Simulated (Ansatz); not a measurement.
Relaxation of Cl$_{3}$F$_{2}$H$_{2}$OW (9 atoms, charge 0, multiplicity 2), to a largest force component of 0.03 eV/Å in at most 50 steps.

Computed with Ansatz 0.2.0, UKS PBE/def2-SVP.

```xyz
9
Properties=species:S:1:pos:R:3
W -0.117 -0.160 -0.105
H 0.075 1.086 2.532
F 1.810 -0.148 0.055
F 0.001 1.618 0.533
Cl -2.448 -0.050 -0.078
O -0.057 -2.003 0.170
H 0.670 -2.542 0.543
Cl 0.026 0.043 -2.366
Cl -0.118 -0.213 2.808
```

Task: Where does it end, and by what steps?

Result: The run converged. The force dipped under the threshold on the way, but the program's further checks kept it going. After 9 steps the energy has fallen by 0.031 eV; H2 moved furthest, 0.26 Å.

```csv
step,energy less start (eV),largest force component (eV/Å),accepted
0,0.0000,0.861,yes
1,-0.0057,0.670,yes
2,-0.0139,0.642,yes
3,-0.0245,0.242,yes
4,-0.0280,0.154,yes
5,-0.0295,0.087,yes
6,-0.0308,0.059,yes
7,-0.0311,0.027,yes
8,-0.0312,0.036,yes
9,-0.0314,0.024,yes
```

```xyz
9
Properties=species:S:1:pos:R:3
W -0.129 -0.150 -0.147
H 0.129 1.077 2.791
F 1.797 -0.180 0.021
F -0.006 1.625 0.464
Cl -2.460 -0.061 -0.133
O -0.081 -1.989 0.200
H 0.712 -2.471 0.506
Cl 0.028 -0.023 -2.413
Cl -0.149 -0.197 2.803
```

Whether the end is a true minimum wasn't checked by a vibrational analysis.

Time of the run: 55 s on 4 threads of Arm Neoverse V1, on a shared host, peak memory 0.28 GiB.
